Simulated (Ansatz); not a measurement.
Reaction (substitution at a C–Ge bond): `[NH2][GeH2][CH2]Cl` + HI → `ClCI` + `[NH2][GeH3]`

Isolated molecules relaxed with PBE0-D4/def2-TZVP in Ansatz; ΔE leaves out vibrations. CBS: MP2 limit from def2 TZ/QZ plus the TZ coupled-cluster correction, frozen cores. DFT in def2-TZVPP. Elements past krypton have def2 core potentials. For Ge, I outer-core shells are correlated without core-valence functions, which leaves a few kJ/mol of doubt a bond. Scalar relativity is left out up to krypton. Each species was taken in one conformer, which may not be the lowest.

```csv
level,ΔE (kcal/mol)
r2SCAN-D4,10.7
PBE,9.0
HF/CBS(def2),11.2
CCSD/CBS(def2),11.0
```

Q: What does CCSD(T)/CBS give? (An estimate is asked.)

A: Ansatz gave: +10.6 kcal/mol. The listed levels differ from it by 0.1, -1.6, 0.6, 0.4 kcal/mol.

Largest T1 diagnostic among the species: 0.011.

From PBE to PBE0 (25 % exact exchange), in def2-TZVPP and without D4, ΔE moves by +1.2 kcal/mol.
